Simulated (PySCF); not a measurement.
Compound: C3H6F4OSi.
Numbering: `[CH3:1][O:2][Si@H:3]([F:4])[CH2:5][C:6]([F:7])([F:8])[F:9]` (hydrogens: H10, H11, H12 on C1; H13 on Si3; H14, H15 on C5)

The geometry is computed with GFN2-xTB (gas phase).

Q: List the bond lengths, angles and torsions at this level.

A: 
```
                  bond  length (Å)   order
                 C1–O2       1.404  single
                O2–Si3       1.604  single
                Si3–F4       1.612  single
                Si3–C5       1.896  single
                 C5–C6       1.495  single
   C6–F7, C6–F8, C6–F9       1.345  single
C1–H10, C1–H11, C1–H12       1.090  single
               Si3–H13       1.449  single
                C5–H14       1.090  single
                C5–H15       1.088  single
```

Bonds in one row agree within 0.01 Å and their mean is given. Orders are formal, as drawn. A selection of angles:
```
    angle  degrees
C1–O2–Si3    130.3
O2–Si3–F4    109.5
O2–Si3–C5    102.2
F4–Si3–C5    107.9
Si3–C5–C6    109.9
 C5–C6–F7    113.1
 C5–C6–F9    112.5
 F7–C6–F8    106.0
```

Dihedral angles: C1–O2–Si3–F4 -58° (synclinal); O2–Si3–C5–C6 -162° (antiperiplanar); Si3–C5–C6–F7 -58° (synclinal).

Si3 (fluorine-bound silicon) is distorted tetrahedral (angles from 102.2° to 116.6°).

Point group: C1 (no symmetry element, even within 0.4 Å). Whether it is a minimum is left open (no frequencies). One conformer, not necessarily the lowest.
